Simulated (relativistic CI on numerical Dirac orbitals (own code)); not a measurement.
Slater and spin-orbit integrals, Pt LXXV

Computed by Dirac-Coulomb-Breit CI, orbitals from a KLI potential per configuration, model QED, unscaled Slater integrals (own radial code, finite nucleus).

Slater integrals F^k, G^k are unscaled and averaged over j, outside the closed core 1s2; ζ comes from projecting the Hamiltonian with its Breit term on Σ l·s of the shell.

- 2s 2p: G^1(2s,2p) = 1.6428e+06, ζ(2p) = 1.0166e+07 cm⁻¹; <r>(2s) = 0.06874, <r^2>(2s) = 0.005631, <r>(2p) = 0.06126, <r^2>(2p) = 0.004583 (bohr units).
- 2p2: F^2(2p,2p) = 1.526e+06, ζ(2p) = 1.0146e+07 cm⁻¹; <r>(2p) = 0.06131, <r^2>(2p) = 0.00459 (bohr units).
- 2p 3s: ζ(2p) = 1.0255e+07, G^1(2p,3s) = 170120 cm⁻¹; <r>(2p) = 0.06112, <r^2>(2p) = 0.004563, <r>(3s) = 0.1612, <r^2>(3s) = 0.02976 (bohr units).

Averages of the first 10 configurations, taken without configuration mixing, which lowers the lowest level and can move excited configurations by several eV; other configurations of the list can lie among them:

```json
{"Configuration": "2s2", "Parity": "even", "States": "1", "Average energy above the lowest level (eV)": "11.2"}
{"Configuration": "2s 2p", "Parity": "odd", "States": "12", "Average energy above the lowest level (eV)": "1480.4"}
{"Configuration": "2p2", "Parity": "even", "States": "15", "Average energy above the lowest level (eV)": "3017.6"}
{"Configuration": "2p 3s", "Parity": "odd", "States": "12", "Average energy above the lowest level (eV)": "13930.9"}
{"Configuration": "2p 3p", "Parity": "even", "States": "36", "Average energy above the lowest level (eV)": "14375.1"}
{"Configuration": "2s 3s", "Parity": "even", "States": "4", "Average energy above the lowest level (eV)": "12432.8"}
{"Configuration": "2s 3p", "Parity": "odd", "States": "12", "Average energy above the lowest level (eV)": "12883.8"}
{"Configuration": "2s 3d", "Parity": "even", "States": "20", "Average energy above the lowest level (eV)": "13198.4"}
{"Configuration": "2s 4s", "Parity": "even", "States": "4", "Average energy above the lowest level (eV)": "16664.2"}
{"Configuration": "2s 4p", "Parity": "odd", "States": "12", "Average energy above the lowest level (eV)": "16851.1"}
```
